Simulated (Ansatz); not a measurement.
A relaxation, step by step

GeSiH7, doublet, PBE0-D4/def2-TZVP (Ansatz 0.2.0). Settings:

```yaml
hamiltonian: {xc: pbe0, dispersion: d4}
relax: {f_tol: 0.005, max_steps: 200}
```

Start, a step off a saddle point along its unstable mode:

H1  (-0.060, 0.313, -0.212)
Ge2  (-0.285, 1.456, -0.982)
Si3  (0.315, -1.607, 1.083)
H4  (-0.776, 1.041, -2.375)
H5  (-1.346, 2.330, -0.301)
H6  (1.026, 2.243, -1.111)
H7  (1.464, -2.292, 0.454)
H8  (0.605, -1.107, 2.444)
H9  (-0.943, -2.378, 1.000)
(Å)

```
step  energy less the last (meV)  largest force component (eV/Å)
   1                       358.3                           2.925
   2                        58.5                           0.736
   3                        11.0                           0.057
   4                         3.1                           0.019
   5                         0.4                           0.012
   6                         0.0                           0.007
   7                         0.0                           0.004
```

Step 3, positions (Å) and forces (eV/Å):

```csv
atom,x,y,z,Fx,Fy,Fz
H1,-0.085,0.426,-0.287,0.006,-0.027,0.018
Ge2,-0.329,1.687,-1.138,-0.012,0.057,-0.038
Si3,0.360,-1.833,1.236,-0.001,0.008,-0.006
H4,-0.821,1.274,-2.532,-0.002,0.005,-0.006
H5,-1.391,2.562,-0.458,-0.003,0.007,-0.003
H6,0.980,2.476,-1.268,0.001,0.006,-0.004
H7,1.510,-2.562,0.644,0.023,-0.026,-0.002
H8,0.657,-1.384,2.619,0.008,-0.004,0.033
H9,-0.881,-2.646,1.185,-0.020,-0.027,0.007
```

Step 4, positions (Å) and forces (eV/Å):

```csv
atom,x,y,z,Fx,Fy,Fz
H1,-0.098,0.494,-0.333,-0.004,0.019,-0.013
Ge2,-0.343,1.756,-1.184,0.002,-0.011,0.007
Si3,0.376,-1.916,1.291,0.001,-0.005,0.003
H4,-0.834,1.343,-2.578,0.000,0.006,-0.001
H5,-1.405,2.631,-0.505,0.001,0.003,-0.004
H6,0.967,2.545,-1.314,-0.003,0.005,-0.003
H7,1.526,-2.649,0.703,0.012,-0.010,-0.005
H8,0.674,-1.472,2.677,0.003,0.003,0.016
H9,-0.863,-2.732,1.243,-0.013,-0.010,0.000
```

Step 5, positions (Å) and forces (eV/Å):

```json
{"atom": "H1", "x": "-0.110", "y": "0.553", "z": "-0.373", "Fx": "0.002", "Fy": "-0.009", "Fz": "0.006"}
{"atom": "Ge2", "x": "-0.354", "y": "1.812", "z": "-1.222", "Fx": "-0.002", "Fy": "0.012", "Fz": "-0.008"}
{"atom": "Si3", "x": "0.391", "y": "-1.988", "z": "1.340", "Fx": "0.001", "Fy": "-0.003", "Fz": "0.002"}
{"atom": "H4", "x": "-0.845", "y": "1.401", "z": "-2.617", "Fx": "0.000", "Fy": "0.001", "Fz": "-0.001"}
{"atom": "H5", "x": "-1.415", "y": "2.689", "z": "-0.544", "Fx": "0.000", "Fy": "0.001", "Fz": "-0.001"}
{"atom": "H6", "x": "0.954", "y": "2.603", "z": "-1.353", "Fx": "0.000", "Fy": "0.001", "Fz": "-0.001"}
{"atom": "H7", "x": "1.541", "y": "-2.722", "z": "0.752", "Fx": "0.002", "Fy": "-0.002", "Fz": "0.000"}
{"atom": "H8", "x": "0.689", "y": "-1.543", "z": "2.726", "Fx": "0.001", "Fy": "0.000", "Fz": "0.002"}
{"atom": "H9", "x": "-0.850", "y": "-2.804", "z": "1.292", "Fx": "-0.002", "Fy": "-0.002", "Fz": "0.000"}
```

Last step (7):

H1  (-0.117, 0.588, -0.397)
Ge2  (-0.361, 1.846, -1.245)
Si3  (0.399, -2.031, 1.369)
H4  (-0.852, 1.436, -2.640)
H5  (-1.422, 2.724, -0.568)
H6  (0.947, 2.638, -1.377)
H7  (1.550, -2.766, 0.781)
H8  (0.697, -1.587, 2.756)
H9  (-0.842, -2.848, 1.321)
(Å)

Hardware: 4 CPU threads of an Intel Xeon Platinum 8259CL, shared host. Wall time about 18 s.
